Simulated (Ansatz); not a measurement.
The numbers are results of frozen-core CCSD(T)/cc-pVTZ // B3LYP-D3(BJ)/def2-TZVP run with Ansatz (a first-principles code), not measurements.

Ansatz 0.2 input:
```yaml
crystal:
  periodic: [false, false, false]
  atoms:
    - { symbol: S, position_ang: [1.705069, 0.515625, 0.043412] }
    - { symbol: Ga, position_ang: [-0.466048, 0.194225, 0.005919] }
    - { symbol: Br, position_ang: [-1.867989, 1.997599, 0.079065] }
    - { symbol: Br, position_ang: [-1.358482, -1.912401, -0.106237] }
    - { symbol: H, position_ang: [1.973561, -0.80094, -0.020552] }
basis:
  gaussian: { orbitals: cc-pVTZ }
correlation:
  method: ccsd_t
```

Output:

```
Functional definition: HF
1127 factors; integrals over basis functions are off by at most 1.2e-3 eV
mean field evaluation 1: about -203172.7732 eV, gradient 1.9e1 eV
mean field evaluation 2: about -203172.8757 eV, gradient 2.0e1 eV
mean field evaluation 4: about -203174.2561 eV, gradient 2.2e0 eV
mean field evaluation 8: about -203174.2887 eV, gradient 2.0e-1 eV
mean field evaluation 16: about -203173.7995 eV, gradient 1.2e1 eV
mean field -203174.28889559 eV, -7466.5174004336 hartree, gradient 6.2e-6 eV, S^2 0.000000; 0 other end points of the search recorded, 0 dependent functions left out
32 core orbitals not correlated
reference -203174.28889559 eV, -7466.5174004336 hartree; 27, 27 occupied and 118, 118 virtual orbitals, 1127 factors
second order -20.85967704 eV of doubles, -0.00000000 eV of singles
cycle   1  -21.14157709 eV  change   -2.8e-1 eV  update   1.0e-1
cycle   2  -21.69713085 eV  change   -5.6e-1 eV  update   2.8e-2
cycle   3  -21.77414019 eV  change   -7.7e-2 eV  update   1.4e-2
cycle   4  -21.75942300 eV  change    1.5e-2 eV  update   3.3e-3
cycle   5  -21.75961484 eV  change   -1.9e-4 eV  update   1.3e-3
cycle   6  -21.75944788 eV  change    1.7e-4 eV  update   3.5e-4
cycle   7  -21.75925894 eV  change    1.9e-4 eV  update   1.3e-4
cycle   8  -21.75931877 eV  change   -6.0e-5 eV  update   4.1e-5
perturbative correction -0.98902534 eV, -0.0363460108 hartree
Total energy: -203197.03723970 eV, -7467.3533866604 hartree
```

Cost: roughly 3 core-minutes.
